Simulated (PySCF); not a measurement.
Spin-orbit coupling and the third ionisation energy along the third row

Two-component X2C-1e calculated with PySCF 2.14: MP2 on generalised Hartree-Fock spinors (GMP2), with spin-orbit coupling off and on (screened by Boettger's factors); no Breit or QED terms. Values in eV; the references (NIST) lie between the lowest levels. Elements whose determinants are no pure J levels are left out.

```
                         element               configurations  spin-free  with spin-orbit  shift           reference
Al (x2c-TZVPall-2c, [Ne] frozen)              [Ne] 3s1 → [Ne]     28.070           28.070  0.000              28.448
Si (x2c-TZVPall-2c, [Ne] frozen)          [Ne] 3s2 → [Ne] 3s1     32.888           32.888  0.000              33.493
 P (x2c-TZVPall-2c, [Ne] frozen)      [Ne] 3s2 3p1 → [Ne] 3s2     29.841           29.885  0.044              30.203
Ar (x2c-TZVPall-2c, [Ne] frozen)  [Ne] 3s2 3p4 → [Ne] 3s2 3p3     40.155           40.225  0.070  40.735 ± 0.012 (s)
```

The largest shift is at Ar, 0.070 eV, where spin-orbit coupling lowers the species with more electrons by more than the one with fewer (starting occupations 3p1/2^2 3p3/2^2 and 3p1/2^2 3p3/2^1).

What remains against the references is mostly the basis and correlation beyond MP2. References marked (s) are semi-empirical, (t) theoretical.
